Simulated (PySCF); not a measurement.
A structure optimised at PBE-D3(BJ)/def2-TZVP, used in a PySCF frequency run:

```
C
H 1 1.1065
H 1 1.1065 2 107.51
C 1 1.5299 2 113.14 3 -125.65
H 4 1.0964 1 112.80 2 179.19
H 4 1.0964 5 109.11 1 -126.19
H 4 1.1037 5 107.34 6 -116.02
Be 1 1.7030 2 102.60 3 107.76
```
Charge +1, spin multiplicity 1.

Task: Write its SMILES, formula and point group.

Result: [Be+][CH2]C, C2H5Be, Cs

Task: What are its rotational constants (standard atomic weights)?

Result: 38.265, 10.144, 8.9289 GHz
